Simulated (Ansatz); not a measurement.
Reaction (substitution at a C–Zn bond): `[SiH3][CH2][ZnH]` + `SSS` → `[SiH3]CSSS` + `[ZnH2]`

Program: Ansatz. Geometries: PBE0-D4/def2-TZVP. ΔE: electronic, gas phase. CCSD(T)/CBS is the MP2 limit (def2-TZVPP, def2-QZVPP) plus CCSD(T) − MP2 in def2-TZVPP, frozen cores. DFT in def2-TZVPP. B3LYP here is the variant with VWN-RPA as its local correlation; programs differ in this. For Zn outer-core shells are correlated without core-valence functions, which leaves a few kJ/mol of doubt a bond. Scalar relativity is left out up to krypton. One conformer a species, not always the lowest.

```csv
level,ΔE (kJ/mol),difference from CCSD(T)/CBS
PBE-D4,34.2,-7.9
r2SCAN-D4,38.9,-3.2
PBE0-D4,36.4,-5.7
B3LYP-D4,33.2,-8.9
ωB97X-V,37.2,-4.9
ωB97M-V,38.0,-4.1
B2PLYP,43.0,0.9
PBE,41.5,-0.6
r2SCAN,41.2,-0.9
PBE0,43.1,1.0
B3LYP,44.8,2.7
HF/def2-TZVPP,42.6,0.5
MP2/def2-TZVPP,42.7,0.6
SCS-MP2/def2-TZVPP,41.9,-0.2
CCSD/def2-TZVPP,44.3,2.2
CCSD(T)/def2-TZVPP,41.9,-0.2
HF/def2-QZVPP,43.8,1.7
MP2/def2-QZVPP,43.2,1.1
SCS-MP2/def2-QZVPP,42.4,0.3
HF/CBS(def2),44.0,1.9
MP2/CBS(def2),42.9,0.8
CCSD/CBS(def2),44.6,2.5
CCSD(T)/CBS,42.1,0
```

Largest T1 diagnostic among the species: 0.016.

The D4 term adds −11.6 kJ/mol with B3LYP and −6.7 kJ/mol with PBE0; it sums over pairs of atoms, weighted by their polarisabilities, and B3LYP, whose exchange is more repulsive, gets the larger term.

CCSD(T)/CBS has its own doubt, a few kJ/mol and more with outer-core shells, so smaller differences from it don't rank the levels.
